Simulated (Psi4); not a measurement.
AlF$_{4}$ (SMILES [F][Al-]([F])([F])[F]), charge -1, singlet, at a GFN2-xTB geometry (such geometries of metal compounds can be far from the true shape) (a gas-phase anion, which may not be bound at this level); M06-2X/STO-3G run with Psi4 1.11.

Here is a job for Psi4.
```
memory 2 GB

molecule {
-1 1
  Al   -0.00000000    0.00000000   -0.00000000
  F     1.58679882   -0.29963334   -0.47610446
  F     0.00001338    0.79617763    1.48340395
  F    -0.75975736    0.96255905   -1.15353150
  F    -0.82705485   -1.45910335    0.14623202
}

set basis sto-3g
set scf_type out_of_core

energy('m06-2x')
print_variables()
```

Output, abridged:

```
   => Loading Basis Set <=

    Name: STO-3G
    Role: ORBITAL
    Keyword: BASIS

         ---------------------------------------------------------
                                   SCF
               by Justin Turney, Rob Parrish, Andy Simmonett
                          and Daniel G. A. Smith
                              RKS Reference
         ---------------------------------------------------------

  ==> Geometry <==

    Molecular point group: c2v
    Full point group: Td

    Geometry (in Angstrom), charge = -1, multiplicity = 1:

       Center              X                  Y                   Z               Mass
    ------------   -----------------  -----------------  -----------------  -----------------
         AL           0.000000000000     0.000000000000    -0.000000002961    26.981538530000
         F            1.374623851258     0.000000000000    -0.972005846007    18.998403162730
         F           -0.000000000000     1.374623850932     0.972005848109    18.998403162730
         F           -1.374623851258    -0.000000000000    -0.972005846007    18.998403162730
         F            0.000000000000    -1.374623850932     0.972005848109    18.998403162730

  Running in c2v symmetry.

  Rotational constants: A =      0.11740  B =      0.11740  C =      0.11740 [cm^-1]
  Rotational constants: A =   3519.43022  B =   3519.43021  C =   3519.43021 [MHz]
  Nuclear repulsion =  240.647264510257912

  Charge       = -1
  Multiplicity = 1
  Electrons    = 50
  Nalpha       = 25
  Nbeta        = 25

  ==> Algorithm <==

  SCF Algorithm Type is OUT_OF_CORE.
  DIIS enabled.
  MOM disabled.
  Fractional occupation disabled.
  Guess Type is SAD.
  Energy threshold   = 1.00e-06
  Density threshold  = 1.00e-06
  Integral threshold = 1.00e-12

  ==> Primary Basis <==

  Basis Set: STO-3G
    Blend: STO-3G
    Number of shells: 17
    Number of basis functions: 29
    Number of Cartesian functions: 29
    Spherical Harmonics?: true
    Max angular momentum: 1

  ==> DFT Potential <==

   => LibXC <=

    Version 7.1.2
    S. Lehtola, C. Steigemann, M. J. T. Oliveira, and M. A. L. Marques,  SoftwareX 7, 1–5 (2018) (10.1016/j.softx.2017.11.002)

   => Composite Functional: M06-2X <=

    Hybrid M06-2X Meta-GGA XC Functional  (10.1007/s00214-007-0310-x)
    Y. Zhao and D. G. Truhlar,  Theor. Chem. Acc., 120, 215, 2008

    Deriv               =              1
    GGA                 =           TRUE
    Meta                =           TRUE

    Exchange Hybrid     =           TRUE
    MP2 Hybrid          =          FALSE

   => Exchange Functionals <=

    1.0000   XC_HYB_MGGA_X_M06_2X

   => Exact (HF) Exchange <=

    0.5400               HF

   => Correlation Functionals <=

    1.0000   XC_MGGA_C_M06_2X

   => LibXC Density Thresholds  <==

    XC_MGGA_C_M06_2X:  1.00E-12
    XC_HYB_MGGA_X_M06_2X:  1.00E-15

   => Molecular Quadrature <=

    Radial Scheme          =       TREUTLER
    Pruning Scheme         =           NONE
    Nuclear Scheme         =       TREUTLER

    Blocking Scheme        =         OCTREE
    BS radius alpha        =              1
    Pruning alpha          =              1
    Radial Points          =             75
    Spherical Points       =            302
    Total Points           =         106944
    Total Blocks           =            881
    Max Points             =            256
    Max Functions          =             26
    Weights Tolerance      =       1.00E-15

  ==> Integral Setup <==

  ==> DiskJK: Disk-Based J/K Matrices <==

    J tasked:                  Yes
    K tasked:                  Yes
    wK tasked:                  No
    Schwarz Cutoff:          1E-12

  Minimum eigenvalue in the overlap matrix is 3.9876345721E-01.
  Reciprocal condition number of the overlap matrix is 2.3858584262E-01.
    Using symmetric orthogonalization.

  ==> Pre-Iterations <==

  SCF Guess: Superposition of Atomic Densities via on-the-fly atomic UHF (no occupation information).

   -------------------------
    Irrep   Nso     Nmo
   -------------------------
     A1        13      13
     A2         2       2
     B1         7       7
     B2         7       7
   -------------------------
    Total      29      29
   -------------------------

  ==> Iterations <==

                        Total Energy        Delta E     RMS |[F,P]|

   @RKS iter SAD:  -631.20440058497513   -6.31204e+02   0.00000e+00
   @RKS iter   1:  -632.98890471545519   -1.78450e+00   2.41557e-02 DIIS/ADIIS
   @RKS iter   2:  -633.11075682291687   -1.21852e-01   1.09599e-02 DIIS/ADIIS
   @RKS iter   3:  -633.13432669468284   -2.35699e-02   5.20781e-04 DIIS/ADIIS
   @RKS iter   4:  -633.13439303079167   -6.63361e-05   8.56071e-05 DIIS
   @RKS iter   5:  -633.13439618803181   -3.15724e-06   5.01576e-06 DIIS
   @RKS iter   6:  -633.13439619411020   -6.07838e-09   3.22508e-08 DIIS
  Energy and wave function converged.

  ==> Post-Iterations <==

   Electrons on quadrature grid:
      Ntotal   =   49.9996839168 ; deviation = -3.161e-04

    Orbital Energies [Eh]
    ---------------------

    Doubly Occupied:

[...]
      11A1     0.058133

    Virtual:

[...]
      13A1     0.823780

    Final Occupation by Irrep:
             A1    A2    B1    B2
    DOCC [    11,    2,    6,    6 ]
    NA   [    11,    2,    6,    6 ]
    NB   [    11,    2,    6,    6 ]

  @RKS Final Energy:  -633.13439619411020

   => Energetics <=

    Nuclear Repulsion Energy =            240.6472645102579122
    One-Electron Energy =               -1388.1686258609929610
    Two-Electron Energy =                 544.0144847454279216
    DFT Exchange-Correlation Energy =     -29.6275195888030325
    Empirical Dispersion Energy =           0.0000000000000000
    VV10 Nonlocal Energy =                  0.0000000000000000
    Total Energy =                       -633.1343961941101952

Computation Completed

Properties will be evaluated at   0.000000,   0.000000,   0.000000 [a0]

Properties computed using the SCF density matrix

 Multipole Moments:

 ------------------------------------------------------------------------------------
     Multipole            Electronic (a.u.)      Nuclear  (a.u.)        Total (a.u.)
 ------------------------------------------------------------------------------------

 L = 1.  Multiply by 2.5417464519 to convert [e a0] to [Debye]
 Dipole X            :          0.0000000            0.0000000            0.0000000
 Dipole Y            :          0.0000000            0.0000000            0.0000000
 Dipole Z            :         -0.0000000           -0.0000000           -0.0000000
 Magnitude           :                                                    0.0000000

 ------------------------------------------------------------------------------------

  Variable Map:
  ----------------------------------------------------------------------------
[...]
  Array Variable Map:
  ----------------------------------------------------------------------------
[...]
[...]
```
